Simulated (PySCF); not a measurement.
Spin states and ions at one geometry of [Re5]−

PySCF 2.14.0, UKS B3LYP, Re def2-SVP with ECP60; non-relativistic Hamiltonian with scalar-relativistic core potentials where named; density fitting; no spin-orbit coupling; singlets restricted, open shells unrestricted. The geometry is relaxed for charge -1, triplet, vacuum:

```xyz
5

Re    1.6194   -0.0752   -0.3155
Re   -0.0752    1.6194   -0.3155
Re   -1.6710   -0.0374   -0.5031
Re   -0.0373   -1.6711   -0.5032
Re    0.1641    0.1642    1.6372
```

Energies count from the relaxed state; an electron taken off or put on is at rest in vacuum. Charges and spins are Mulliken's.

**Question.** Order these states by energy, lowest first.
A. charge -1, singlet, vacuum
B. charge 0, quartet, vacuum
C. charge 0, doublet, vacuum
D. charge -1, triplet, vacuum
E. charge -1, quintet, vacuum

**Answer.** D (0.00 eV), E (0.13 eV), A (0.75 eV), B (1.62 eV), C (1.68 eV).

**Question.** How do charge and spin on the first atom follow?

**Answer.** 
```csv
state,spin squared,charge on Re1 (e),spin on Re1 (e),dipole about the centre of mass (D)
"charge -1, triplet, vacuum",3.07,-0.15,-0.66,0.57
"charge -1, singlet, vacuum",0.00,-0.15,0.00,1.13
"charge -1, quintet, vacuum",6.19,-0.16,0.41,2.05
"charge 0, doublet, vacuum",2.07,0.07,-0.56,1.27
"charge 0, quartet, vacuum",4.55,0.01,-0.39,0.88
```

With an electron taken off (quartet, the lower of the two states computed) the charges change, summed by element, by Re +1.00 e. The vertical ionisation energy is 1.62 eV, against −ε(HOMO) = 0.26 eV over both spins of the relaxed state. The level lies 1.4 eV too high, as is usual for semilocal functionals and global hybrids, which keep a self-interaction error.

Open shells may have lower solutions than those found. Spin squared well over S(S+1) tells of spin contamination.

The relaxed state is spin-contaminated (spin squared 3.07 against 2.00).
